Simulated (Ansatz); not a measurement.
Input for Ansatz (an electronic-structure program): U-HF/def2-TZVPP on CH2NO (SMILES [NH]C=O), 2S+1 = 2, atoms moved off the minimum.

Ansatz 0.2 input:
```yaml
crystal:
  periodic: [false, false, false]
  atoms:
    - {symbol: N, position_ang: [0.90439979, -0.64014536, -0.09310874]}
    - {symbol: C, position_ang: [-0.37021888, -0.16578578, 0.12007397]}
    - {symbol: O, position_ang: [-0.56448702, 1.02944802, -0.01136609]}
    - {symbol: H, position_ang: [1.49959233, -0.04336645, 0.01723297]}
    - {symbol: H, position_ang: [-1.15671525, -0.85176463, 0.26491569]}
basis:
  gaussian:
    orbitals: def2-TZVPP
hamiltonian:
  xc: {name: HF}
magnetization: {spin_polarized: true, initial_magnetization: 1}
output: {forces: true}
```

The head of its log:

```
WARN ansatz: RAYON_NUM_THREADS=1 ignored (pool sized by the plan → 1); use --threads N
Functional definition: HF
integrals: 0.02 GiB planned
715 factors; their error is unknown
mean field: 0.25 GiB planned
mean field evaluation 1: about -4577.4816 eV, gradient 2.2e1 eV
mean field evaluation 2: about -4579.2741 eV, gradient 1.2e1 eV
```

Q: Predict the final total energy.

A: -168.3350 hartree. Its determinant has ⟨S²⟩ = 0.93, a mixture of spin states.
